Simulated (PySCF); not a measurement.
**NMR data sheet: C2H10OSi2**

```yaml
Formula: C2H10OSi2
SMILES: COC([SiH3])[SiH3]
Point_group_of_the_computed_structure: C1
Degrees_of_unsaturation: 0
Carbon_signals: 2
Proton_signals: 3
```

Numbering as in the mapped SMILES `[CH3:1][O:2][CH:3]([SiH3:4])[SiH3:5]`. Hydrogens are named by the atom that carries them.

- coordinates at the GFN2-xTB level
- PBE0/pcSseg-1 with gauge-including orbitals
- program: PySCF 2.14.0 with density-fitted response routines
- non-relativistic Hamiltonian, fast rotation and ring inversion assumed for equivalent nuclei, one computed conformer, gas phase

References, each an isolated molecule treated in the same way: ¹H, ¹³C, ²⁹Si vs TMS; ¹⁷O against H2O.

| carbon | δC, type | δH (multiplicity) | HMBC from (2–3 bonds) | span of the C tensor (ppm) |
| --- | --- | --- | --- | --- |
| C1 | 62.2, CH3 | 3.52 (s) | H(C3) | 97 |
| C3 | 60.8, CH | 2.95 (sept) | H(Si4)/H(Si5), H(C1) | 117 |

Other nuclei:
| atoms | nucleus | environment | δ (ppm) | σ (ppm) |
| --- | --- | --- | --- | --- |
| H(Si4)/H(Si5) | ¹H | hydrogen on a silicon bonded to C | 3.95 | 27.76 |
| Si4/Si5 | ²⁹Si | silicon bonded to C, 3 H | -77.5 | 426.7 |
| O2 | ¹⁷O | ether oxygen | -2.3 | 338.4 |

- Carbon types of the structure: 1 × CH, 1 × CH3, leaving 6 H on heteroatoms.
- δC 62.2: methyl carbon bonded to O; deshielded by the electronegative neighbour.
- δC 60.8: sp3 CH bonded to O and 2 Si; pulled downfield by the heteroatom.
- δH 3.95: hydrogen on a silicon bonded to C.
- δH 3.52: hydrogen on a methyl carbon bonded to O; its carbon carries O, which withdraws density.
- δH 2.95: hydrogen on an sp3 CH bonded to O and 2 Si; its carbon carries O, an electronegative neighbour.

Shifts are as computed. Against solution values, carbons near 30 ppm lie about +3 ppm off and those near 130 ppm about +5 ppm. Of 1211 compounds with measured shifts, 218 miss one by over three times the rms of a fit or turn the order of signals round; such compounds aren't used in these exercises. Experimental scales use liquid or dissolved standards, which lie at an offset from isolated H2O (liquid H2O: subtract about 36 ppm). No couplings were computed; multiplicities are counted from neighbouring protons, with m where these are inequivalent, close in shift, in a saturated or five-membered ring or joined by F or P, and br s for small geminal =CH2 splittings.
